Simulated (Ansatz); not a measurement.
Saddle point of BSiH$_{5}$OF$_{2}$, closed shell (BSiH₃F₂ ([F][B]([F])[SiH3]) + H₂O → BHOF₂ ([OH][B]([F])[F]) + SiH₄; bonds formed: B1–O6, Si2–H5; bonds broken: B1–Si2, H5–O6), PBE0-D4/def2-TZVP structure:

| atom | x (Å) | y (Å) | z (Å) |
| --- | --- | --- | --- |
| B1 | -0.4245 | -0.8777 | 0.2627 |
| Si2 | 0.9735 | 0.6808 | -0.6573 |
| F3 | -1.2875 | -1.2357 | -0.7119 |
| F4 | 0.3880 | -1.8169 | 0.7615 |
| H5 | -0.3901 | 0.5425 | 0.6970 |
| O6 | -1.1478 | -0.0944 | 1.3825 |
| H7 | 0.3836 | 1.8809 | -1.3138 |
| H8 | 2.1303 | 1.0997 | 0.1766 |
| H9 | 1.4356 | -0.2576 | -1.7115 |
| H10 | -2.0609 | 0.0784 | 1.1141 |

Energies are electronic, without zero-point energy. Barriers and step energies count from the start structure reached by relaxing down the imaginary mode; all methods use the PBE0-D4 structures, on which another method's saddle can fall below an end. Computed with Ansatz 0.2.0 (basis: def2-TZVPP, with def2-QZVPP for the basis limit); correlated methods freeze the cores. B3LYP uses VWN-RPA correlation. Extrapolation: Hartree–Fock as exp(−7.88 √X), correlation as X^−2.97.

```tsv
method	barrier (eV)	step energy (eV)
SPW92	0.722	-1.032
PBE-D4	0.928	-1.189
BLYP-D4	1.105	-1.368
r2SCAN-D4	1.030	-1.327
B97M-V	1.132	-1.417
PBE0-D4	1.095	-1.265
B3LYP-D4	1.223	-1.413
r2SCAN0-D4	1.156	-1.365
BHLYP-D4	1.432	-1.495
CAM-B3LYP-D4	?	-1.415
wB97X-V	1.271	-1.325
wB97M-V	1.246	-1.360
B2PLYP	?	-1.446
PBE-QIDH	1.222	-1.348
RPA on PBE	1.273	-1.398
HF	?	-1.808
MP2	1.231	-1.417
CCSD	1.391	-1.449
CCSD(T)	1.294	-1.392
```

Question: Fill in the withheld barriers. (Judge from chemistry; the value comes from the calculation.)

Answer: The calculation gives: CAM-B3LYP-D4 1.273; B2PLYP 1.263; HF 1.844 eV. Each is the energy of the saddle less that of the start structure, by the same method.

For comparison, the barrier by CCSD(T) at an estimated basis limit (MP2 extrapolated from triple and quadruple zeta, plus CCSD(T) − MP2 in triple zeta) is 1.294 eV.

No T1 diagnostic of these runs exceeds 0.013.

Labels in which every atom is bracketed show which atoms are joined, not bond orders.

For scale, one of the runs: CCSD(T)/def2-TZVPP, 236 basis functions, launched by `ansatz run in.yaml --threads 4 --pin off --events-out ev --progress --plain --max-ram 9574MiB`. Time: 2.2 min of wall clock on 4 CPU threads of an Arm Neoverse V2; the host was shared. Peak host memory: 4.6 GiB.
